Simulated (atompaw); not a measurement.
Logarithmic derivatives: hydrogen, PAW (atompaw)

- Element: hydrogen (H)
- Generator: atompaw 4.2.0.5
- Type: PAW
- Functional: LDA (PW92)
- Relativity: non-relativistic
- Frozen core: none
- Valence charge: 1
- Reference configuration: 1s1
- Partial waves: 1s (bound): rc 1.05 bohr; 1s channel at 0.05 Ry: rc 1.05 bohr; 2p channel at 0.2 Ry: rc 1.05 bohr
- Local potential: troulliermartins scheme with l = 2 at -0.5 Ry, radius 0.85 bohr
- Core correction: none
- Augmentation charge: sinc compensation charge, radius 0.85 bohr; PAW radius 1.05 bohr; waves and projectors: custom rrkj gramschmidtortho

The phase is arctan(r·u′/u) with u = r·R(r), unwrapped; energies in Ry, scanned from -2 to 5 Ry. A pole is an energy at which the radial function vanishes at the test radius. The pseudo phase is shifted by a multiple of π to meet the all-electron one at the reference energy, and phase errors are pseudo minus all-electron; the curves can meet again beyond the range given. Levels narrower than the energy grid can be missing from the lists of poles.

| channel | radius (bohr) | reference energy (Ry) | poles, all-electron | poles, pseudo | unbroken range about the reference energy with phases within 0.05 rad | phase error 1 Ry above the reference energy (rad) |
| --- | --- | --- | --- | --- | --- | --- |
| s | 1.05 | -0.47 | 4.71 | 4.72 | the whole range | +0.000 |
| p | 1.05 | 0.20 | none | none | the whole range | +0.000 |

Phases in the p channel:

```json
{"E (Ry)": "-2.00", "all-electron": "1.117", "pseudo": "1.117"}
{"E (Ry)": "-1.76", "all-electron": "1.106", "pseudo": "1.106"}
{"E (Ry)": "-1.52", "all-electron": "1.095", "pseudo": "1.095"}
{"E (Ry)": "-1.28", "all-electron": "1.083", "pseudo": "1.083"}
{"E (Ry)": "-1.04", "all-electron": "1.070", "pseudo": "1.070"}
{"E (Ry)": "-0.80", "all-electron": "1.057", "pseudo": "1.057"}
{"E (Ry)": "-0.56", "all-electron": "1.042", "pseudo": "1.042"}
{"E (Ry)": "-0.32", "all-electron": "1.027", "pseudo": "1.027"}
{"E (Ry)": "-0.08", "all-electron": "1.010", "pseudo": "1.010"}
{"E (Ry)": "0.16", "all-electron": "0.992", "pseudo": "0.992"}
{"E (Ry)": "0.40", "all-electron": "0.973", "pseudo": "0.973"}
{"E (Ry)": "0.64", "all-electron": "0.952", "pseudo": "0.952"}
{"E (Ry)": "0.88", "all-electron": "0.929", "pseudo": "0.929"}
{"E (Ry)": "1.12", "all-electron": "0.904", "pseudo": "0.904"}
{"E (Ry)": "1.36", "all-electron": "0.877", "pseudo": "0.878"}
{"E (Ry)": "1.60", "all-electron": "0.848", "pseudo": "0.849"}
{"E (Ry)": "1.84", "all-electron": "0.816", "pseudo": "0.817"}
{"E (Ry)": "2.08", "all-electron": "0.780", "pseudo": "0.781"}
{"E (Ry)": "2.32", "all-electron": "0.741", "pseudo": "0.743"}
{"E (Ry)": "2.56", "all-electron": "0.697", "pseudo": "0.701"}
{"E (Ry)": "2.80", "all-electron": "0.649", "pseudo": "0.654"}
{"E (Ry)": "3.04", "all-electron": "0.596", "pseudo": "0.602"}
{"E (Ry)": "3.28", "all-electron": "0.538", "pseudo": "0.546"}
{"E (Ry)": "3.52", "all-electron": "0.473", "pseudo": "0.483"}
{"E (Ry)": "3.76", "all-electron": "0.401", "pseudo": "0.415"}
{"E (Ry)": "4.00", "all-electron": "0.322", "pseudo": "0.341"}
{"E (Ry)": "4.24", "all-electron": "0.237", "pseudo": "0.260"}
{"E (Ry)": "4.48", "all-electron": "0.145", "pseudo": "0.174"}
{"E (Ry)": "4.72", "all-electron": "0.047", "pseudo": "0.082"}
{"E (Ry)": "4.96", "all-electron": "-0.054", "pseudo": "-0.013"}
```
